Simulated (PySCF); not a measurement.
## Nuclear quadrupole coupling in `[SiH3]O/C=C/Cl`

C2H5ClOSi.
Z-matrix (Å and degrees, PBE0-D3(BJ)/def2-SVP geometry), rows numbered from 1:
```
Si
O   1  1.6814
C   2  1.3475  1  125.55
C   3  1.3360  2  121.44  1   174.00
Cl  4  1.7230  3  121.73  2   179.65
H   1  1.4932  2  110.12  3   -61.03
H   1  1.4934  2  109.91  3    59.25
H   1  1.4841  2  105.49  3   179.13
H   3  1.0984  2  118.02  1    -6.27
H   4  1.0914  3  122.37  2    -0.38
```

Field gradients from the PBE0/pcSseg-1 density (PySCF, non-relativistic), principal values in atomic units, ordered |Vxx| ≤ |Vyy| ≤ |Vzz|:

| atom | Vxx | Vyy | Vzz |
| --- | --- | --- | --- |
| O2 | -0.6375 | -1.0063 | 1.6438 |
| Cl5 | -1.8969 | -2.0923 | 3.9892 |

Find the asymmetry η = (Vxx − Vyy)/Vzz and the couplings χ = eQV/h (234.96 MHz × Q in barn × V in au), with Q(17O) = −0.0256 b, Q(35Cl) = −0.0817 b.

| atom | environment | nucleus | η | χzz (MHz) | χxx (MHz) | χyy (MHz) |
| --- | --- | --- | --- | --- | --- | --- |
| O2 | silyl ether oxygen | 17O | 0.22 | -9.89 | 3.83 | 6.05 |
| Cl5 | vinyl chlorine | 35Cl | 0.05 | -76.58 | 36.41 | 40.17 |

The tensor is traceless: Vxx + Vyy + Vzz = 0.

What is Vzz at Cl5 in SI units (1 au = 9.71736 × 10²¹ V/m²)?

3.9892 au = 38.764 × 10²¹ V/m².

And the gradient at the other heavy atoms, for which no coupling is worked out here?

```
atom                    environment  Vzz (au)     η
 Si1           oxygen-bound silicon     0.653  0.07
  C3  vinylic carbon bearing oxygen    -0.323  0.40
  C4            vinylic C–Cl carbon     0.349  0.64
```

Were the hydrogens deuterons (Q(2H) = 0.00286 b), χzz would run from 91 kHz (H7 and H6) to 205 kHz (H10).

Isolated species at its PBE0-D3(BJ)/def2-SVP geometry (one conformer only). The small basis limits the accuracy of the gradients.

The run behind these numbers computed NMR shieldings as well. Hardware: one thread of an Arm Neoverse V1 (shared host). Cost: 8.9 s, 0.61 GiB resident at most.
